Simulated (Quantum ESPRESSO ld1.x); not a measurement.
Neutral hydrogen, 1 electrons, occupied as 1s1 (the NIST ground configuration). Calculated with ld1.x of Quantum ESPRESSO 7.5: non-relativistic Kohn-Sham, LDA (Slater exchange, Perdew-Wang correlation), spin-polarised, spherical densities, point nucleus, Perdew-Zunger self-interaction correction; open shells are filled with parallel spins first.

Normalised radial functions P(r) = r R(r), r in bohr:

| r | 1s down |
|---|---|
| 0.1239 | 0.1505 |
| 0.1576 | 0.1852 |
| 0.2019 | 0.2276 |
| 0.2587 | 0.2766 |
| 0.3289 | 0.3298 |
| 0.4215 | 0.3891 |
| 0.5401 | 0.4500 |
| 0.6921 | 0.5078 |
| 0.8799 | 0.5553 |
| 1.127 | 0.5885 |
| 1.445 | 0.5979 |
| 1.837 | 0.5773 |
| 2.354 | 0.5206 |
| 3.016 | 0.4291 |
| 3.865 | 0.3136 |
| 4.914 | 0.1994 |
| 6.297 | 0.1022 |
| 8.069 | 0.0404 |

1s down (empty): eigenvalue -6.710 eV, 0 radial nodes, <r> = 2.19 bohr, 90 % of the charge inside 3.96 bohr.
